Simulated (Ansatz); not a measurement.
One change: `C=C[SiH2][AsH2]` becomes `C=C[SiH2][SiH2]F`.

Ansatz, PBE0-D4/def2-TZVP geometries, multiplicity 1. Each molecule was computed in one conformer, which needn't be the lowest.

Scalar relativity is left out up to krypton.

| property | `C=C[SiH2][AsH2]` |
| --- | --- |
| HOMO–LUMO gap (PBE/def2-TZVPP) / eV | 4.54 |
| HOMO energy (B3LYP/def2-TZVPP) / eV | -6.98 |
| HOMO–LUMO gap (B3LYP/def2-TZVPP) / eV | 6.11 |
| LUMO energy (PBE0/def2-TZVPP) / eV | -0.67 |
| HOMO energy (ωB97M-V/def2-TZVPP) / eV | -9.22 |
| LUMO energy (B3LYP/def2-TZVPP) / eV | -0.87 |

(1) What does the change do to each property? (An estimate is asked.)

## Answers

(1) Ansatz gave: 
```
                             property  `C=C[SiH2][SiH2]F`  shift
  HOMO–LUMO gap (PBE/def2-TZVPP) / eV                4.80   0.26
  HOMO energy (B3LYP/def2-TZVPP) / eV               -7.50  -0.52
HOMO–LUMO gap (B3LYP/def2-TZVPP) / eV                6.44   0.33
   LUMO energy (PBE0/def2-TZVPP) / eV               -0.87  -0.20
HOMO energy (ωB97M-V/def2-TZVPP) / eV               -9.77  -0.55
  LUMO energy (B3LYP/def2-TZVPP) / eV               -1.06  -0.19
```

With PBE0 the HOMO falls by 0.52 eV and the LUMO falls by 0.20 eV, so the gap widens by about 0.32 eV. PBE moves the HOMO by -0.43 eV and ωB97M-V by -0.55 eV.

B3LYP here is the variant with VWN-RPA as its local correlation; programs differ in this.
